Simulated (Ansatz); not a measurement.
Ansatz (a program for electronic structure) input (MP2/6-31G*):

Ansatz 0.2 input:
```yaml
crystal:
  periodic: [false, false, false]
  atoms:
    - {symbol: C, position_ang: [-1.78609100, 1.30561800, 0.41318100]}
    - {symbol: Si, position_ang: [-1.28160900, -0.22637400, -0.70504300]}
    - {symbol: C, position_ang: [-2.09362700, -1.65222400, 0.38964100]}
    - {symbol: Si, position_ang: [0.84844000, -0.53972900, 0.28796700]}
    - {symbol: Cl, position_ang: [2.31483500, 0.94675200, -0.25540800]}
    - {symbol: H, position_ang: [-2.84030900, 1.54976500, 0.23797300]}
    - {symbol: H, position_ang: [-1.20279800, 2.19054300, 0.14131100]}
    - {symbol: H, position_ang: [-1.66003300, 1.13510500, 1.48928800]}
    - {symbol: H, position_ang: [-3.17863800, -1.63177700, 0.23495500]}
    - {symbol: H, position_ang: [-1.91722000, -1.55840800, 1.46861000]}
    - {symbol: H, position_ang: [-1.74891400, -2.64259100, 0.07475700]}
    - {symbol: H, position_ang: [1.55805900, -1.81329000, -0.07473300]}
    - {symbol: H, position_ang: [0.98033500, -0.51904300, 1.79189700]}
basis:
  gaussian:
    orbitals: 6-31G*
total_charge: -1
magnetization: {spin_polarized: false}
correlation: {method: mp2, electrons: outside_noble_gas}
relax: {f_tol: 0.003, max_steps: 120}
```

From the output:

```
relax step  11: F+E_penalty+E_count = -30430.65962965 eV  Δ(F+E_penalty+E_count) = -3.373e-5 eV  max|allowed force component| = 1.813e-2 eV/Å  Δτ_max = 0.0189 Å  (34 SCF iters, accepted)
these checks for a lower state are left out or cut short: starts, cluster_reference, orbital_swaps, neighbouring_geometries, increment
integrals: 0.07 GiB planned
1136 factors; integrals over basis functions are off by at most 7.2e-4 eV
mean field: 0.40 GiB planned
mean field -30415.46219367 eV, -1117.7476192766 hartree, gradient 2.3e-6 eV, S^2 0.000000; 0 other end points of the search recorded, 0 dependent functions left out
17 core orbitals not correlated
reference -30415.46219367 eV, -1117.7476192766 hartree; 16, 16 occupied and 70, 70 virtual orbitals, 1136 factors
densities: 0.28 GiB planned
second order -15.19745264 eV of doubles, -0.00000000 eV of singles
the calculation of the forces begins
relax step  12: F+E_penalty+E_count = -30430.65964631 eV  Δ(F+E_penalty+E_count) = -1.667e-5 eV  max|allowed force component| = 4.927e-3 eV/Å  Δτ_max = 0.0023 Å  (33 SCF iters, accepted)
these checks for a lower state are left out or cut short: starts, cluster_reference, orbital_swaps, neighbouring_geometries, increment
integrals: 0.07 GiB planned
1136 factors; integrals over basis functions are off by at most 7.2e-4 eV
mean field: 0.40 GiB planned
mean field -30415.46212815 eV, -1117.7476168688 hartree, gradient 1.3e-6 eV, S^2 0.000000; 0 other end points of the search recorded, 0 dependent functions left out
17 core orbitals not correlated
reference -30415.46212815 eV, -1117.7476168688 hartree; 16, 16 occupied and 70, 70 virtual orbitals, 1136 factors
densities: 0.28 GiB planned
second order -15.19752372 eV of doubles, -0.00000000 eV of singles
the calculation of the forces begins
relax step  13: F+E_penalty+E_count = -30430.65965187 eV  Δ(F+E_penalty+E_count) = -5.562e-6 eV  max|allowed force component| = 2.416e-3 eV/Å  Δτ_max = 0.0015 Å  (32 SCF iters, accepted)
these checks for a lower state are left out or cut short: cluster_reference
integrals: 0.07 GiB planned
1136 factors; integrals over basis functions are off by at most 7.2e-4 eV
mean field: 0.40 GiB planned
mean field evaluation 128: about -30415.4621 eV, gradient 1.9e-4 eV
mean field -30415.46212815 eV, -1117.7476168688 hartree, gradient 1.3e-6 eV, S^2 0.000000; 1 other end points of the search recorded, 0 dependent functions left out
17 core orbitals not correlated
reference -30415.46212815 eV, -1117.7476168688 hartree; 16, 16 occupied and 70, 70 virtual orbitals, 1136 factors
densities: 0.28 GiB planned
second order -15.19752372 eV of doubles, -0.00000000 eV of singles
the calculation of the forces begins
Total energy: -30430.65965187 eV, -1118.3061155644 hartree
Atom 0 at    -1.804944     1.308166     0.418010 Å, force    -0.000154    -0.000698    -0.000073 eV/Å
Atom 1 at    -1.273066    -0.203978    -0.716205 Å, force    -0.000453     0.000127    -0.001485 eV/Å
Atom 2 at    -2.065914    -1.641641     0.377962 Å, force     0.001187    -0.002416     0.000648 eV/Å
Atom 3 at     0.845394    -0.529903     0.280678 Å, force     0.000425     0.000116    -0.000282 eV/Å
Atom 4 at     2.376692     0.871393    -0.268690 Å, force    -0.000897    -0.001646     0.000521 eV/Å
Atom 5 at    -2.870488     1.524086     0.262535 Å, force     0.000384     0.000051     0.000182 eV/Å
Atom 6 at    -1.256649     2.218455     0.147375 Å, force     0.000070     0.000137     0.000234 eV/Å
Atom 7 at    -1.661020     1.142135     1.494072 Å, force    -0.000015     0.000126     0.000132 eV/Å
Atom 8 at    -3.155554    -1.624489     0.242500 Å, force    -0.000143     0.001057     0.000001 eV/Å
Atom 9 at    -1.879736    -1.564033     1.458370 Å, force    -0.000372    -0.000187    -0.000289 eV/Å
Atom 10 at    -1.729053    -2.634447     0.054087 Å, force    -0.000346     0.001320     0.000199 eV/Å
Atom 11 at     1.512799    -1.840215    -0.044030 Å, force    -0.000077     0.001671     0.000385 eV/Å
Atom 12 at     0.953969    -0.481182     1.787731 Å, force     0.000390     0.000342    -0.000172 eV/Å
Dipole moment:     0.089908    -0.047408     0.547351 e Å
Checks for a lower state left out: cluster_reference
```

The dipole moment of an ion depends on the origin.

The geometry given is a B3LYP-D3(BJ)/def2-TZVP minimum.
